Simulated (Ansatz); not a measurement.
Born–Oppenheimer molecular dynamics of F$_{6}$Mo (7 atoms, charge 0, multiplicity 1). It goes on from the last frame of an earlier run, with new velocities.

Level of theory: RHF/def2-SVP in Ansatz 0.2.0.

```json
{"ensemble": "NVT, Nosé–Hoover chain", "time step": "1 fs", "steps asked": "250", "set temperature": "300 K", "thermostat": "time constant 100 fs, chain length 3 (defaults)", "seed": "513583"}
```

First frame:

```xyz
7
Properties=species:S:1:pos:R:3
Mo 0.001 0.028 0.051
F -0.249 0.503 1.788
F 1.830 -0.214 0.216
F 0.375 1.685 -0.364
F -1.713 -0.466 0.051
F 0.171 -1.792 -0.295
F -0.420 0.142 -1.652
```

(1) How far do the bonds stretch over the last three quarters of this one trajectory? (Pairs bonded in most of those frames.)

## Answers

(1) 
```tsv
bond	mean (Å)	spread (Å)	shortest	longest
Mo1–F2	1.795	0.025	1.75	1.84
Mo1–F3	1.797	0.019	1.75	1.84
Mo1–F4	1.796	0.020	1.76	1.83
Mo1–F5	1.795	0.019	1.76	1.83
Mo1–F6	1.797	0.030	1.74	1.85
Mo1–F7	1.795	0.023	1.75	1.85
```

Mean temperature of the second half: 347 K. The conserved energy stayed within 0.17 meV per atom of its start (net change -0.14 meV per atom), so the integration is sound. The mean temperature of the second half is 16 % above the set value. A run of 0.25 ps of so small a system gives no equilibrium averages.

The run took 8.9 min on 2 threads of Arm Neoverse V1, on a shared host, peak memory 0.26 GiB.
